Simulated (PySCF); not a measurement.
The dipole of `O=CN[Si@@H]1NC[Si@@H](O)N1` from its density and from atomic charges.

Coordinates (GFN2-xTB, Å) and charges (e) from the PBE0/pcSseg-1 density (PySCF):

```csv
atom,x,y,z,Mulliken,IAO,Hirshfeld,ESP-fitted
O1,-3.126,0.967,-0.433,-0.4615,-0.4885,-0.2658,-0.5392
C2,-3.177,-0.216,-0.188,+0.4052,+0.3195,+0.1399,+0.5364
N3,-2.133,-0.869,0.316,-0.5933,-0.6182,-0.1998,-0.7202
Si4,-0.752,0.185,0.582,+1.0780,+1.2356,+0.4248,+0.8603
N5,-0.048,0.695,-0.881,-0.6647,-0.6849,-0.2500,-0.5852
C6,1.400,0.748,-0.936,-0.3419,-0.4605,-0.1204,-0.3893
Si7,2.057,-0.528,0.317,+1.0266,+1.2278,+0.4394,+0.8792
O8,3.292,-0.012,1.240,-0.5463,-0.7874,-0.3123,-0.7347
N9,0.575,-0.760,1.160,-0.8462,-0.9659,-0.3408,-0.9368
H10,-4.087,-0.818,-0.364,+0.0840,+0.1101,+0.0502,+0.0300
H11,-2.187,-1.857,0.489,+0.1929,+0.2803,+0.1403,+0.3692
H12,-1.146,1.163,1.601,-0.1145,-0.1758,-0.0954,-0.1273
H13,-0.519,1.348,-1.488,+0.2031,+0.2685,+0.1145,+0.3590
H14,1.727,0.532,-1.956,+0.1370,+0.1479,+0.0385,+0.1455
H15,1.766,1.755,-0.698,+0.1233,+0.1239,+0.0284,+0.1276
H16,2.617,-1.743,-0.256,-0.1281,-0.1639,-0.0866,-0.1292
H17,3.239,0.795,1.747,+0.2404,+0.3632,+0.1768,+0.4461
H18,0.493,-1.380,1.943,+0.2059,+0.2681,+0.1183,+0.4086
```

**Question.** Compute μ = Σ q r for each scheme (1 e·Å = 4.803 D) and compare with the dipole of the full density.

**Answer.** The full density gives (0.08, -1.70, 1.14) D, 2.05 D in size; dipole vectors point from the negative to the positive end.

```tsv
scheme	μx	μy	μz	size (D)	share of the full size (%)	angle to the full dipole (°)
Mulliken	1.20	-1.42	1.02	2.12	103	32
IAO	0.10	-2.18	1.15	2.47	120	6
Hirshfeld	0.36	-1.57	0.75	1.78	87	13
ESP-fitted	0.09	-1.69	1.11	2.02	99	1
```

**Question.** Which set comes closest?

**Answer.** Length of the difference vector: ESP-fitted 0.04 D, IAO 0.48 D, Hirshfeld 0.50 D, Mulliken 1.16 D. Closest: ESP-fitted. The schemes that divide the density aren't constrained to reproduce the dipole.

**Question.** What is left for the Hirshfeld atoms' own dipoles?

**Answer.** The shares of the density sum to the whole, so what Σ q r misses lies in dipoles about the nuclei. The atomic dipoles sum to (0.08, -1.70, 1.14) − (0.36, -1.57, 0.75) = (-0.28, -0.13, 0.39) D, 0.50 D in size.

**Question.** With the origin at the mean of the coordinates, (0.000, 0.000, 0.122) Å, which are the largest single terms, by size, of the ESP-fitted dipole along the direction of the full one?

**Answer.** N9 -5.54, H18 +4.28, H13 -3.51, O1 +3.21, N5 +3.20 D; all 18 atoms together +2.02 D. The single terms depend on the origin, their sum doesn't.

**Question.** Give the size of the full dipole in other units.

**Answer.** 2.05 D = 0.807 au = 0.427 e·Å = 6.84 × 10⁻³⁰ C·m.

The structure is a single GFN2-xTB conformer in the gas phase; no vibrational or solvent corrections.
